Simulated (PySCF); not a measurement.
Working out the ionisation energy of Ag⁺

Ag⁺ [Kr] 4d10 (1S) → Ag²⁺ [Kr] 4d9 (2D). Calculation: PySCF 2.14, in def2-TZVPPD with the def2 core potential (28 electrons) (6s4p3d2f1g, 56 functions); a scalar-relativistic core potential. Frozen: 4s2 4p6. Energies in hartree (1 hartree = 27.21139 eV):

| part | Ag⁺ (lower) | Ag²⁺ (upper) |
| --- | --- | --- |
| UHF | -145.883287 | -145.158036 |
| CCSD correlation | -0.326898 | -0.267324 |
| (T) | -0.010060 | -0.006599 |

Q: What does Hartree-Fock give?

A: (-145.158036) − (-145.883287) = 0.725251 hartree = 19.735 eV.

Q: What do CCSD and CCSD(T) give?

A: The CCSD correlation energies differ by 0.059574 hartree = 1.621 eV and the triples by 0.003461 hartree = 0.094 eV, so CCSD gives 21.356 eV and CCSD(T) 21.450 eV.

Reference: 21.484 eV (measured; NIST Atomic Spectra Database, ionization energies), between the lowest levels; spin-orbit coupling is absent from the calculation.

What remains against the reference includes basis incompleteness, the frozen core and higher excitations.
